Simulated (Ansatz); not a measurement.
CH₆N₂OSi (`NC1(N)O[SiH2]1`), relaxed with RKS PBE0-D4/def2-TZVP in Ansatz from a PBE-D4/def2-SVP geometry. The force threshold is 0.005 eV/Å; the program also tests the step.

Total charge 0; spin multiplicity 1.

Start:

```xyz
11

N    -0.675   -0.083   -1.372
C    -0.084   -0.181   -0.082
N    -0.208   -1.471    0.520
O     1.298    0.292    0.086
Si    0.247    1.307    1.010
H    -0.678    0.882   -1.724
H    -0.150   -0.665   -2.045
H     0.666   -2.001    0.412
H    -1.003   -1.990    0.134
H     0.238    2.743    0.561
H     0.348    1.169    2.500
```

```json
{"step": "1", "energy (eV)": "-14031.4856", "largest force (eV/Å)": "1.127", "largest move (Å)": "0.000"}
{"step": "2", "energy (eV)": "-14031.5448", "largest force (eV/Å)": "0.712", "largest move (Å)": "0.037"}
{"step": "3", "energy (eV)": "-14031.5669", "largest force (eV/Å)": "0.232", "largest move (Å)": "0.031"}
{"step": "4 (rejected)", "energy (eV)": "-14031.5571", "largest force (eV/Å)": "0.470", "largest move (Å)": "0.041"}
{"step": "5", "energy (eV)": "-14031.5689", "largest force (eV/Å)": "0.125", "largest move (Å)": "0.015"}
{"step": "6 (rejected)", "energy (eV)": "-14031.5679", "largest force (eV/Å)": "0.150", "largest move (Å)": "0.054"}
{"step": "7", "energy (eV)": "-14031.5704", "largest force (eV/Å)": "0.021", "largest move (Å)": "0.027"}
{"step": "8", "energy (eV)": "-14031.5706", "largest force (eV/Å)": "0.028", "largest move (Å)": "0.016"}
{"step": "9", "energy (eV)": "-14031.5709", "largest force (eV/Å)": "0.021", "largest move (Å)": "0.023"}
{"step": "10", "energy (eV)": "-14031.5711", "largest force (eV/Å)": "0.034", "largest move (Å)": "0.034"}
{"step": "11", "energy (eV)": "-14031.5711", "largest force (eV/Å)": "0.025", "largest move (Å)": "0.006"}
{"step": "12", "energy (eV)": "-14031.5712", "largest force (eV/Å)": "0.008", "largest move (Å)": "0.007"}
{"step": "13", "energy (eV)": "-14031.5712", "largest force (eV/Å)": "0.007", "largest move (Å)": "0.006"}
{"step": "14", "energy (eV)": "-14031.5712", "largest force (eV/Å)": "0.002", "largest move (Å)": "0.002"}
```

End:

```xyz
11

N    -0.634   -0.077   -1.366
C    -0.086   -0.162   -0.067
N    -0.184   -1.454    0.528
O     1.302    0.318    0.101
Si    0.275    1.275    1.004
H    -0.642    0.867   -1.727
H    -0.126   -0.676   -2.012
H     0.624   -2.014    0.280
H    -1.032   -1.918    0.232
H     0.156    2.683    0.549
H     0.348    1.160    2.477
```

It took 48 s on 4 threads of an Arm Neoverse V1 on a shared host, with 0.47 GiB of host memory at the peak.
